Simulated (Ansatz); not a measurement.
Reactions of C₂H₅ClSi, SMILES `C=C[SiH2]Cl`.

Gas-phase electronic energies from Ansatz, PBE0-D4/def2-TZVP geometries. CCSD(T)/CBS is the MP2 limit (def2-TZVPP, def2-QZVPP) plus CCSD(T) − MP2 in def2-TZVPP, frozen cores. This one scheme is used for every species, atoms too. Open shells (•) are unrestricted, without spin–orbit coupling. Spin–orbit coupling would lower the free atoms: a little for C, Cl, Si. Each species was taken in one conformer, which may not be the lowest.

Question: Order these by ΔE at CCSD(T)/CBS, lowest first. (An estimate is asked.)
A. `C=C[SiH2]Cl` → 2 C• + Cl• + 5 H• + Si•
B. `C=C[SiH2]Cl` + `[SiH3]`• → `C=C[SiH]Cl`• + SiH₄
C. `C=C[SiH2]Cl` + `O[SiH2]F` → `C=C[SiH2]O[SiH2]F` + HCl
D. `C=C[SiH2]Cl` + H₂O → `C=C[SiH2]O` + HCl
E. `C=C[SiH2]Cl` + `F[SiH](F)S` → `C=C[SiH2]S[SiH](F)F` + HCl
F. `C=C[SiH2]Cl` + `[CH3]`• → `C=C[SiH]Cl`• + CH₄
G. `C=C[SiH2]Cl` + H₂ → `C=C[SiH3]` + HCl
H. `C=C[SiH2]Cl` + `C=CN[SiH3]` → `C=CN([SiH3])[SiH2]Cl` + `C=C`

Answer: F (-15.7 kcal/mol), H (-12.1 kcal/mol), C (-2.6 kcal/mol), B (0.0 kcal/mol), D (+2.9 kcal/mol), E (+6.4 kcal/mol), G (+19.4 kcal/mol), A (+790.6 kcal/mol).

Largest T1 diagnostic: 0.026, for `C=C[SiH]Cl`•, so its coupled-cluster energy is less sure.
